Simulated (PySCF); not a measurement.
Compound: C₅H₁₁NP₂.
Bonds: C1–P2, P2–C3, C3–P4, P2–C5, C5–C6, C6–C7, C7–N8 (triple). Hydrogens: H9, H10, H11 on C1; H12, H13 on C3; H14, H15 on P4; H16, H17 on C5; H18, H19 on C6.

Computed with delta-SCF UKS SCAN, pcX-2 on the ionised atom, pcseg-1 elsewhere, spin-free X2C in PySCF. Vertical ΔSCF values, vacuum level as zero.

Some binding energies are withheld.

```json
{"atom(s)": "C1", "bonded to": "3 H and P", "level": "C 1s", "binding energy (eV)": "290.79"}
{"atom(s)": "C3", "bonded to": "2 H and 2 P", "level": "C 1s", "binding energy (eV)": "?"}
{"atom(s)": "C5", "bonded to": "C, 2 H and P", "level": "C 1s", "binding energy (eV)": "290.93"}
{"atom(s)": "C6", "bonded to": "2 C and 2 H", "level": "C 1s", "binding energy (eV)": "292.27"}
{"atom(s)": "C7", "bonded to": "N (triple bond) and C", "level": "C 1s", "binding energy (eV)": "?"}
{"atom(s)": "N8", "bonded to": "C (triple bond)", "level": "N 1s", "binding energy (eV)": "404.88"}
{"atom(s)": "P2", "bonded to": "3 C", "level": "P 1s", "binding energy (eV)": "?"}
{"atom(s)": "P4", "bonded to": "C and 2 H", "level": "P 1s", "binding energy (eV)": "2150.27"}
{"atom(s)": "P4", "bonded to": "C and 2 H", "level": "P 2p3/2", "binding energy (eV)": "136.68"}
```

Question: Fill in P 1s for P2.

Answer: 2149.97 eV (phosphine phosphorus). The other listed P 1s value is that of P4; the shift against it is -0.30 eV.

Question: What is the C 1s binding energy of C3?

Answer: 290.69 eV (sp3 carbon bound to phosphorus). The nearest listed C 1s value is that of C1; the shift against it is -0.10 eV.

Question: What is the C 1s binding energy of C7?

Answer: 292.14 eV (nitrile carbon). The nearest listed C 1s value is that of C6; the shift against it is -0.13 eV.

The listed C 1s values span 1.58 eV, from C3 (bonded to 2 H and 2 P) to C6 (bonded to 2 C and 2 H).

Question: Which photon energy gives electrons from C 1s of C5 a kinetic energy of 200 eV, and what is their de Broglie wavelength?

Answer: hν = 290.93 + 200 = 490.93 eV, recoil neglected; λ = 12.264 Å/√(E/eV) = 0.87 Å.

The list is incomplete; no value stands for P 2p of P2. For 2p shells one spin-free hole was relaxed; a mean-field spin–orbit operator and the ground-state splitting of the three 2p orbitals were then diagonalised within the shell. The shell's mean is (2 × 2p3/2 + 2p1/2)/3, and the degeneracies 2j + 1 give areas of 2:1. 2p1/2 minus 2p3/2 (ligand field included): P 0.89 eV. The structure is a single PBE0-D3(BJ)/def2-SVP conformer in the gas phase; no vibrational or solvent corrections.

On one thread of an Arm Neoverse V2, shared host with 96 logical CPUs at a one-minute load of 82, this took 3.4 min of wall time and 0.66 GiB of memory at its peak.

Shape of the structure used: `[CH3:1][P:2]([CH2:3][PH2:4])[CH2:5][CH2:6][C:7]#[N:8]`: C1–P2–C3–P4 176°, C1–P2–C5–C6 81°, P2–C5–C6–C7 180°, H–P4–C3–P2 170°, H–P4–C3–P2 75°.
